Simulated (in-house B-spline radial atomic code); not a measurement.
Values are calculated unless marked as measured or tabulated.
## Softness against transferability: the 4d channel of Ru

Ru, [Kr] 4d7 5s1, non-relativistic LDA (VWN5), spherical and spin-unpolarised, from a B-spline radial code for spherical atoms (atomic units). The all-electron 4d level is ε = -0.210376 hartree, its outermost node lies just inside 0.49 bohr and its outer maximum at 1.21 bohr.

Troullier-Martins pseudo-orbitals are made for several radii. The cutoffs (hartree) are the plane-wave energies beyond which the orbital holds less than the named kinetic energy per electron. The phase error is the difference, pseudo minus all-electron, of arctan(R P'/P) at R = 1.99 bohr for all radii, half a hartree below and above the level.

```csv
r_c (bohr),V_l(0) (hartree),cutoff for 10 mEh,for 1 mEh,for 0.1 mEh,phase error at ε − 0.5 (mrad),at ε + 0.5 (mrad)
0.91,-42.23,75.9,95.8,131,-0.9,-1.1
1.05,-18.12,30.4,56.2,77.4,-0.6,-0.7
1.21,-11.76,21.3,30.4,40.1,-0.4,-0.4
1.37,-10.56,20.2,27.1,33.3,-0.3,-0.3
1.52,-10.13,19.7,25.9,31.4,-0.1,-0.1
1.69,-9.65,19,24.5,29.5,+0.3,+0.3
```

(1) Which radius needs the lowest cutoff for 0.1 mEh while both phase errors stay within 0.5 mrad?

(2) What does the larger radius buy, and what does it cost?

Answers

(1) The radii within that limit are 1.21, 1.37, 1.52, 1.69 bohr; of these r_c = 1.69 needs the least, 29.5 hartree, that is 59 Ry or 803 eV.

(2) From r_c = 0.91 to 1.69 bohr the cutoff for 1 mEh goes from 95.8 to 24.5 hartree, a factor of 3.91, against 3.45 for a pure 1/r_c² scaling, end to end; step by step it is 95.8, 56.2, 30.4, 27.1, 25.9, 24.5, and for 0.1 mEh 131, 77.4, 40.1, 33.3, 31.4, 29.5; the number of plane waves goes as the cutoff to the power 3/2, here a factor of 7.7. The larger of the two phase errors is least at r_c = 1.52 bohr, 0.1 mrad; it is 1.1 at the smallest radius and 0.3 at the largest. These errors test the reference atom alone. The smallest radius lies well inside the outer maximum, where the nodeless form must bend sharply to keep the norm, so it is both harder and scatters less well than the next. Large radii also let the cores of neighbours overlap, which an atom doesn't show.
